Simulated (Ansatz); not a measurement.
```xyz
13

C     0.315    1.174   -1.464
Ge   -0.615    0.038   -0.178
N    -0.706   -1.652   -0.933
Si    0.494    0.052    1.947
H    -0.197    1.125   -2.426
H     1.344    0.834   -1.596
H     0.335    2.209   -1.121
H    -2.082    0.486   -0.009
H     0.194   -2.106   -1.021
H    -1.321   -2.283   -0.436
H    -0.217   -0.830    2.915
H     1.883   -0.466    1.790
H     0.574    1.420    2.532
```

Total charge 0; spin multiplicity 1.

Task: List the B3LYP/def2-TZVPP orbital energies in eV (the Gaussian-basis code of Ansatz). (Estimate.)

Result: The calculation gave: Occupied: -10850.00, -1798.72, -1354.36, -1205.26, -1205.26, -1205.25, -388.94, -276.59, -168.92, -143.29, -119.18, -119.17, -119.14, -98.60, -98.60, -98.60, -32.79, -32.74, -32.71, -32.67, -32.67, -22.77, -19.06, -15.12, -13.63, -12.96, -11.29, -11.21, -9.87, -9.60, -9.52, -8.66, -8.34, -6.63. Lowest empty: -0.08, 0.27, 0.58, 0.90, 1.52, 1.72, 1.96, 2.39.

B3LYP here is the variant with VWN-RPA as its local correlation; programs differ in this.
